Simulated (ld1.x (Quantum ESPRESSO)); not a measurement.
Ce: one change to a TM potential, before and after

| Property | Result |
| --- | --- |
| Element | Ce (Z = 58) |
| Generator | ld1.x (Quantum ESPRESSO) 7.5 |
| Type | norm-conserving Troullier–Martins (Kleinman–Bylander form) |
| Functional | PBEsol |
| Relativity | fully relativistic |
| Frozen core | [Xe] |
| Valence charge | 4 |
| Reference configuration | 4f1 5d1 6s1 6p0 (charge +1) |
| Partial waves | 6s (bound): rc 2.70 bohr; 6p (bound, empty): rc 3.45 bohr; 4f (bound): rc 1.40 bohr; 5d (bound): rc 2.70 bohr |
| Local potential | the d channel |
| Core correction | a·sin(br)/r model core inside 1.00 bohr |

Open shells are filled in proportion to 2j + 1 (rel_dist='average').

Change: all radii but the core radius scaled by about 0.87 (s 2.36, p 3.02, d 2.36, f 1.22 bohr).

Cutoffs: the cutoffs (Ry, on a coarse ladder) from which the occupation-weighted sum of valence levels, in a spherical-Bessel basis at the reference potential, stays within 10 and 1 mRy of its value at 400 Ry; they do not see the model core or the augmentation charge, which bear on the density cutoff. Errors are all-electron minus pseudo energies relative to the spin-unpolarised reference configuration.

Q: Predict the effect on cutoff, ghosts and configuration errors.

A: The potential gets harder (160 Ry and 180 Ry → 200 Ry and 230 Ry); both files keep a bound ghost (p, s); the number of tests that count goes from 6 to 5; of the 4 tests that both files solve, the error grows in 2 and shrinks in 0 by more than 15 % and 0.3 meV (median size 46.2 → 61.9 meV). A smaller radius makes the pseudo-wave follow the all-electron one further in, where it bends more sharply, so more plane waves are needed. In the base the local d channel has no projectors, so it cannot carry the spin–orbit splitting, and the file is wrong for that shell. In the changed file the local d channel has no projectors, so it cannot carry the spin–orbit splitting, and the file is wrong for that shell.

| quantity | base | changed |
| --- | --- | --- |
| cutoff, loose | 160 Ry | 200 Ry |
| cutoff, tight | 180 Ry | 230 Ry |
| loose cutoff by channel (10 mRy a level) | s 10 Ry, f 160 Ry, d 10 Ry | s 35 Ry, f 200 Ry, d 10 Ry |
| bound ghosts | s, p3/2, p1/2 | s, p3/2, p1/2 |
| largest miss of a reference level, eV | 0.14 | 0.14 |
| tests counted (converged, no solver errors) | 6 of 7 | 5 of 7 |
| error for 4f1 5d1 6s2 6p0, meV [ΔE -6.10 eV] | -15 | -46 |
| error for 4f1 5d1 6s0 6p0, meV [ΔE 11.04 eV] | -26 | -47 |
| error for 4f1 5d0 6s0 6p0, meV [ΔE 30.16 eV] | -372 | -412 |
| error for 4f1 5d2 6s1 6p0, meV [ΔE -5.19 eV] | -67 | -77 |

Base: Tests not counted: 4f1 5d1 6s0 6p1 (solver errors, printed error -251 meV). These tests converged, but a pseudo level misses the all-electron one widely, so the file describes the atom poorly there or has found another state: 4f1 5d0 6s0 6p0: empty 6p by 4.7 eV (a node warning on the way); 4f0 5d2 6s1 6p0: empty 4f by 3.3 eV; 4f0 5d1 6s2 6p0: empty 4f by 4.5 eV. Changed file: Tests not counted: 4f0 5d2 6s1 6p0 (solver errors, printed error -4.6 eV); 4f0 5d1 6s2 6p0 (solver errors, printed error -30.9 eV). These tests converged, but a pseudo level misses the all-electron one widely, so the file describes the atom poorly there or has found another state: 4f1 5d1 6s0 6p0: empty 6p by 2.3 eV. A true bound ghost makes a file unfit for plane-wave use even where its test errors are small: the radial tests pick states by their node count and pass the ghost by. Where a test does run into it, the solver fails or the error is huge.
